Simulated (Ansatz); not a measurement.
A structure relaxed at r2SCAN-D4/def2-SVPD in Ansatz, charge -2, singlet:

```xyz
5

Si    0.5106   -1.7375    0.4948
Si    1.0886    0.0356   -0.9980
Si    0.2471    0.4655    1.3800
Si   -1.3360   -0.5013   -0.3821
Si   -0.5103    1.7376   -0.4947
```

Question: Give its formula, name or SMILES and point group.

Answer: [Si5]2- (Si₅²⁻). Point group D3h (tolerance 0.1 Å).

Question: Summarise the bond lengths by kind (pairs closer than 1.2 times the sum of covalent radii, bridged metal pairs left out).

Answer: 9 × Si–Si 2.39 to 2.56 Å.

A multiply charged anion in the gas phase is held together partly by the finite basis. Removing one electron lowers the energy by 1.26 eV at PBE0-D4/def2-TZVPD, so it isn't bound. The highest occupied level of the charge -2 singlet lies above zero (up to 3.32 eV). By energy differences it is unbound by 1.26 eV (vertical, against the charge -1 doublet, at PBE0-D4/def2-TZVPD) and held by the finite basis.
